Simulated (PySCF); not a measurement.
A structure optimised at B3LYP-D3(BJ)/def2-TZVP, used in a PySCF frequency run:

```xyz
3

Sn     0.3340     0.0317     0.0000
O     -1.0710     1.4639     0.0000
F     -0.9035    -1.4774     0.0000
```
Charge 0, spin multiplicity 2.

Problem. Write its SMILES, formula and point group.

Solution. [O]=[Sn][F], FOSn, Cs

Problem. What are its rotational constants (standard atomic weights)?

Solution. 10.791, 6.6540, 4.1160 GHz
